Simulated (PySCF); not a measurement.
SbClBr₂, SMILES [Cl][Sb]([Br])[Br].

Geometry: r2SCAN-D4/def2-SVP. The structure was generated by enumeration; whether it is a known compound was not checked. The def2 effective core potentials stand for the cores of Sb; spin–orbit coupling is left out.

Calculation: TDDFT-PBE/def2-SVPD (PySCF).

Vertical excitations. Gas-phase values at a fixed geometry. State labels are in the subgroup Cs.

```tsv
state	symmetry	energy (eV)	λ (nm)	f	main pairs
S1	A"	4.27	290	0.000	HOMO−1→LUMO 70 %, HOMO−2→LUMO 16 %
S2	A'	4.30	289	0.013	HOMO→LUMO 87 %
S3	A"	4.39	283	0.000	HOMO−1→LUMO+2 60 %, HOMO−2→LUMO 37 %
S4	A'	4.40	282	0.001	HOMO−1→LUMO+1 83 %
S5	A"	4.46	278	0.003	HOMO−2→LUMO 28 %, HOMO−2→LUMO+2 28 %, HOMO−1→LUMO+2 20 %, HOMO−1→LUMO 17 %
S6	A'	4.48	277	0.006	HOMO→LUMO+2 45 %, HOMO−3→LUMO 30 %, HOMO−2→LUMO+1 16 %
S7	A"	4.52	274	0.003	HOMO→LUMO+1 55 %, HOMO−2→LUMO+2 34 %
S8	A'	4.57	272	0.009	HOMO−2→LUMO+1 61 %, HOMO→LUMO+2 25 %
S9	A"	4.65	266	0.007	HOMO−3→LUMO+1 63 %, HOMO−2→LUMO+2 21 %
S10	A'	4.71	263	0.019	HOMO−3→LUMO 38 %, HOMO−3→LUMO+2 25 %, HOMO→LUMO+2 14 %, HOMO−2→LUMO+1 11 %
T1	A'	3.83	323	0	HOMO→LUMO 96 %
T2	A"	3.94	315	0	HOMO→LUMO+1 88 %
T3	A"	3.97	312	0	HOMO−1→LUMO 87 %
T4	A'	4.04	307	0	HOMO→LUMO+2 95 %
```
Triplets are in the Tamm–Dancoff approximation, which puts them higher than full response would, so one can lie above its singlet here.
